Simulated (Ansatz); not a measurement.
```yaml
crystal:
  periodic: [false, false, false]
  atoms:
    - {symbol: C, position_ang: [1.907307, -0.600154, 1.852995]}
    - {symbol: N, position_ang: [1.231095, -0.605104, 0.608127]}
    - {symbol: W, position_ang: [0.063467, -0.290642, -0.668272]}
    - {symbol: N, position_ang: [-0.725345, -2.023645, -1.165369]}
    - {symbol: N, position_ang: [1.038248, 0.588218, -2.134615]}
    - {symbol: N, position_ang: [-1.266913, 0.770991, -0.227351]}
    - {symbol: C, position_ang: [-2.130581, 1.624618, 0.502317]}
    - {symbol: H, position_ang: [1.977408, -1.615530, 2.260571]}
    - {symbol: H, position_ang: [2.929543, -0.220976, 1.737801]}
    - {symbol: H, position_ang: [1.398432, 0.025425, 2.595030]}
    - {symbol: H, position_ang: [-1.680395, -2.142224, -1.461778]}
    - {symbol: H, position_ang: [-0.283361, -2.912270, -0.994990]}
    - {symbol: H, position_ang: [0.636765, 1.289337, -2.735685]}
    - {symbol: H, position_ang: [2.034058, 0.520360, -2.267966]}
    - {symbol: H, position_ang: [-2.198771, 2.608664, 0.023835]}
    - {symbol: H, position_ang: [-3.143934, 1.208230, 0.543333]}
    - {symbol: H, position_ang: [-1.787022, 1.774702, 1.532026]}
basis:
  gaussian: {orbitals: def2-mTZVP}
magnetization: {spin_polarized: true, initial_magnetization: 1}
hamiltonian: {xc: {name: wB97X}}
output: {forces: true}
```

```sh
$ ansatz run in.yaml --threads 2 --pin off --events-out ev --progress --plain --max-ram 32768MiB --backend cpu
```

It prints (some lines left out):

```
Error: a molecule whose nuclei and cores have a total charge of 64 cannot have a net charge of 0 together with 1 unpaired electrons
```

(1) Something in this input is off. What?

Answers

(1) The number of unpaired electrons doesn't fit the electron count. The input was rejected before any iteration.
